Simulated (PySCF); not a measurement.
F3Ti, charge +1, multiplicity 1. Atoms are numbered in the order given.

```xyz
4

Ti     0.0000     0.0000     0.2819
F      1.3821     0.7980    -0.2297
F      0.0000    -1.5959    -0.2297
F     -1.3821     0.7980    -0.2297
```
Charge +1, spin multiplicity 1.

Geometry: PBE0-D3(BJ)/def2-SVP. The multiplicity is an assumed one; other spin states were not compared. The isomer is the one that the SMILES or the coordinates give; other isomers of the formula were not compared.

Level of theory: PBE0/pcSseg-2 in PySCF.

GIAO shieldings, no solvent; atoms alike by connectivity are averaged. δ = σ(ref) − σ: ¹⁹F against CFCl3 (σ = 165.8 ppm), references at their B3LYP-D3(BJ)/def2-TZVP geometries, non-relativistic.

**Question.** Estimate the chemical shifts. (An estimate is asked for; the answer gives what the named calculation found.)

**Answer.** 
```tsv
nucleus	atoms	count	δ (ppm)
¹⁹F	F2, F3, F4	3	641.3
```
